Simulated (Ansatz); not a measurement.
Basis-set series for C$_{8}$H$_{14}$FHfNO (`C[O][Hf]1234([F])([N](C)C)[C@H]5[C@@H]1[C@@H]2[C@@H]3[C@H]54`). Total charge 0; spin multiplicity 1. Hf: def2 effective core potential. All single points use the PBE0-D4/def2-TZVP geometry. It is one conformer, not always the lowest.

| functional | basis | functions | energy (Eh) | HOMO (eV) | LUMO (eV) |
| --- | --- | --- | --- | --- | --- |
| PBE0-D4 | def2-TZVPP | 593 | -590.92421 | -6.11 | 0.07 |
| PBE0-D4 | def2-QZVPP | 1128 | -590.95404 | -6.13 | 0.01 |
| ωB97M-V | def2-TZVPP | 593 | -591.24726 | -8.37 | 1.40 |
| ωB97M-V | def2-QZVPP | 1128 | -591.27548 | -8.39 | 1.00 |

Give the rows for def2-SVP. (An estimate is asked.)

Computed: 
```csv
functional,basis,functions,energy (Eh),HOMO (eV),LUMO (eV)
PBE0-D4,def2-SVP,256,-590.30281,-6.07,0.11
ωB97M-V,def2-SVP,256,-590.60058,-8.33,1.99
```

Positive LUMOs are unbound and depend on the basis.
